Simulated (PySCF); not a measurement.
**Electron correlation in Tl (thallium, neutral)**

[Xe] 4f14 5d10 6s1 6p2, high-spin 4P determinant (an excited configuration). Computed with PySCF 2.14 in aug-cc-pVTZ-PP with one added diffuse shell each of d, f type with ECP60MDF (6s5p5d3f, 67 functions), with scalar relativity through the core potential. Frozen: 5s2 5p6 5d10; 3 electrons correlated.

MP2 pair energies summed by pair of shells (mhartree):

```csv
pair,energy,share (%)
6p-6p,-3.37,51.1
6s-6p,-3.22,48.9
```

Total MP2 correlation energy: -6.59 mhartree.

Same-spin part -6.59 and opposite-spin part 0.00 mhartree; SCS-MP2 scales them by 1/3 and 6/5 to -2.20 mhartree.

Spin-orbit coupling is strong in this species, so the high-spin LS determinant is a model state.
